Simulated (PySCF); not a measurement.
The multiplicity is imposed and other spin states were not computed.

Cartesian coordinates (Å):
```xyz
3

Zn    -0.0163    -0.0033    -0.0036
Cl     1.9882     0.3964     0.4426
Br    -2.1392    -0.4265    -0.4763
```
Charge 0, spin multiplicity 1.

Task: Predict the charge on the central atom (Mulliken), total energy, LUMO, dipole moment and HOMO from TPSSh-D3(BJ)/def2-TZVP // r2SCAN-D4/def2-SVP (PySCF 2.14.0).

Result: 
```
Item                                          Result
-------------------------------------  -------------
charge on the central atom (Mulliken)         0.58 e
total energy                           -4813.8038 Ha
LUMO                                        -2.09 eV
dipole moment                                 0.33 D
HOMO                                        -8.07 eV
```
